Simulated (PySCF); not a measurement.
VO2F, SMILES [O]=[V](=[O])[F], multiplicity 1. Geometry: PBE-D3(BJ)/def2-SVP. The spin state was assumed, not searched.

Computed equilibrium geometry at PBE-D3(BJ)/def2-SVP (PySCF confirms it by a frequency run) as a Z-matrix, and its point group:
point group Cs.
```
V
O 1 1.5870
O 1 1.5870 2 109.43
F 1 1.7525 2 115.88 3 -133.27
```
Charge 0, spin multiplicity 1.
